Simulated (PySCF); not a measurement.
## Ho (holmium, neutral) across methods

[Xe] 4f11 6s2, one real determinant. Calculation: PySCF 2.14, in cc-pwCVTZ-X2C; scalar relativity by spin-free X2C-1e.

| method | E (hartree) | mean ε 6s α (eV) | mean ε 6s β (eV) | mean ε 4f β (eV) | Σ⟨r²⟩ (bohr²) | ⟨S²⟩ |
| --- | --- | --- | --- | --- | --- | --- |
| LDA | -12607.08 | -3.975 | -3.890 | -2.326 | 75.63 | 3.754 |
| PBE | -12615.81 | -3.824 | -3.738 | -2.294 | 76.68 | 3.754 |
| UHF | -12611.24687 | -5.197 | -5.119 | -11.733 | 81.49 | 3.756 |
| PBE0 | -12615.62 | -4.329 | -4.248 | -4.715 | 77.15 | 3.754 |

Problem. Estimate the same row for r2SCAN.

Solution. E (hartree) = -12615.99; mean ε 6s α (eV) = -3.917; mean ε 6s β (eV) = -3.802; mean ε 4f β (eV) = -2.462; Σ⟨r²⟩ (bohr²) = 77.36; ⟨S²⟩ = 3.755.

⟨L²⟩ = 34.02 against 42 for a pure I term, so this real determinant mixes terms. Spin-orbit coupling, absent here, splits the open shell strongly.
